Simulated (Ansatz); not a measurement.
Sc2N2. Charge 0, multiplicity 3. Geometry r2SCAN-D4/def2-SVP; atoms count from 1.

```xyz
4

Sc    0.290   -0.749   -1.208
Sc   -0.290    0.749    1.208
N    -0.888    0.598   -0.585
N     0.888   -0.598    0.585
```

At PBE0-D4/def2-TZVP a singlet of charge 0 lies 1.24 eV below the triplet, each at its own geometry. The structure comes from a short search, and lower isomers may exist.

(1) Estimate the Mulliken populations from the PBE0/def2-TZVP orbitals of Ansatz.

(2) Where does the spin sit?

(3) And the Mayer bond orders between bonded heavy atoms (over 0.3)?

Answers

(1) 
```tsv
atom	charge (e)	spin (α − β)	d electrons
Sc1	0.75	0.50	1.50
Sc2	0.75	0.50	1.50
N3	-0.75	0.50	–
N4	-0.75	0.50	–
```
Mulliken values and Mayer orders depend strongly on the basis.

(2) Summed by element: Sc 1.00, N 1.00, of 2 unpaired in all. Largest on single atoms: Sc1 0.50, Sc2 0.50, N3 0.50.

(3) Sc1–Sc2 0.79 (2.90 Å); Sc1–N3 1.32 (1.90 Å); Sc1–N4 1.32 (1.90 Å); Sc2–N3 1.32 (1.90 Å); Sc2–N4 1.32 (1.90 Å).
